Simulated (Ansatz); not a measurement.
Geometry optimisation, RKS PBE/def2-SVP in Ansatz 0.2.0.

input.yaml

```yaml
crystal:
  periodic: [false, false, false]
  atoms:
    - { symbol: Ge, position_ang: [0.25822, -0.068988, 0.117559] }
    - { symbol: C, position_ang: [0.949237, 0.022741, 1.928651] }
    - { symbol: H, position_ang: [0.269698, -0.034618, 2.801822] }
    - { symbol: H, position_ang: [1.683705, -0.806759, 1.977352] }
    - { symbol: H, position_ang: [1.497292, 0.984153, 1.965969] }
    - { symbol: H, position_ang: [1.728121, 0.042728, -0.304575] }
    - { symbol: Cl, position_ang: [-1.026376, 1.601768, -0.446423] }
    - { symbol: O, position_ang: [-0.460156, -1.592767, -0.470135] }
    - { symbol: H, position_ang: [-1.394839, -1.691058, -0.202322] }
basis:
  gaussian: { orbitals: def2-SVP }
hamiltonian:
  xc: pbe
relax:
  f_tol: 0.03
  max_steps: 50
output:
  orbitals: {}
```

Launched with:

```bash
$ ansatz run input.yaml --threads 2 --pin off --max-ram 3072MiB --backend cpu --events-out ev --progress --plain --runs-dir out
```

Question: Where does it end, and by what steps?

Answer: The run converged. After 9 steps the energy has fallen by 0.495 eV; H6 moved furthest, 0.65 Å.

```csv
step,energy less start (eV),largest force component (eV/Å),accepted
0,0.0000,1.428,yes
1,-0.2702,0.561,yes
2,-0.3999,0.427,yes
3,-0.4598,0.342,yes
4,-0.4888,0.255,yes
5,-0.4934,0.088,yes
6,-0.4944,0.048,yes
7,-0.4950,0.034,yes
8,-0.4951,0.031,yes
9,-0.4953,0.015,yes
```

```xyz
9
Properties=species:S:1:pos:R:3
Ge 0.442 -0.047 0.056
C 0.926 0.005 1.949
H 0.015 -0.050 2.576
H 1.588 -0.850 2.190
H 1.454 0.952 2.172
H 1.616 0.051 -0.943
Cl -0.919 1.638 -0.298
O -0.388 -1.567 -0.408
H -1.229 -1.676 0.075
```

Whether the end is a true minimum wasn't checked by a vibrational analysis.

Time of the run: 22 s on 2 threads of Arm Neoverse V1, with other jobs on the host, peak memory 0.15 GiB.
